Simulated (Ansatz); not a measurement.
System: BNH$_{3}$ (charge 0, doublet). SMILES: N[BH]
Structure (B3LYP-D3(BJ)/def2-TZVP (Ansatz, a first-principles code) minimum search):
```xyz
5

B     -0.8557    -0.0049    -0.0224
N      0.5158    -0.1008     0.0086
H     -1.4780     1.0104     0.0090
H      1.1355     0.6983     0.0620
H      1.0102    -0.9785    -0.0196
```
Charge 0, spin multiplicity 2.

Wanted: atomisation energy, in kcal/mol. Set-up: non-relativistic; UHF or UKS for open shells; atomisation electronic, to ground-state atoms; 6-31G* and kin with 6d, 5d where marked; spin-orbit terms left out; frozen cores in correlated levels; no dispersion term unless named. Basis-set limits of correlation are two-point, X^-3; Hartree-Fock from the larger set. First-principles rows: single points at B3LYP-D3(BJ) geometries (Ansatz).

```
species       coefficient  E at HF/6-31G* (Ansatz), Eh  E at B3LYP/def2-TZVPD (Ansatz), Eh
------------  -----------  ---------------------------  ----------------------------------
[BH]N (BNH3)           -1                    -80.84668                           -81.40398
B atom                 +1                    -24.52204                           -24.66397
H atom                 +3                     -0.49823                            -0.50215
N atom                 +1                    -54.38544                           -54.60405
```

Coupled cluster (Ansatz) is a level with limits of its own, used here on species with T1 under 0.025 (0.045 for open shells) and stable references: CCSD(T)/CBS(def2-TZVPPD,def2-QZVPPD). Value to compare with, CCSD(T)/CBS(def2-TZVPPD,def2-QZVPPD) (Ansatz): 388.0 kcal/mol. 1 Eh = 627.5095 kcal/mol.

Problem. Compute it at each level from the table, and compare with CCSD(T)/CBS(def2-TZVPPD,def2-QZVPPD) (Ansatz).

Solution. 
- HF/6-31G*: the sum of coefficient times E is 0.44451 Eh, or 278.93 kcal/mol. Result: 278.9 kcal/mol. Its difference against CCSD(T)/CBS(def2-TZVPPD,def2-QZVPPD) (Ansatz) is -109.1 kcal/mol.
- B3LYP/def2-TZVPD: the sum of coefficient times E is 0.62951 Eh, or 395.02 kcal/mol. Result: 395.0 kcal/mol. Its difference against CCSD(T)/CBS(def2-TZVPPD,def2-QZVPPD) (Ansatz) is 7.0 kcal/mol.
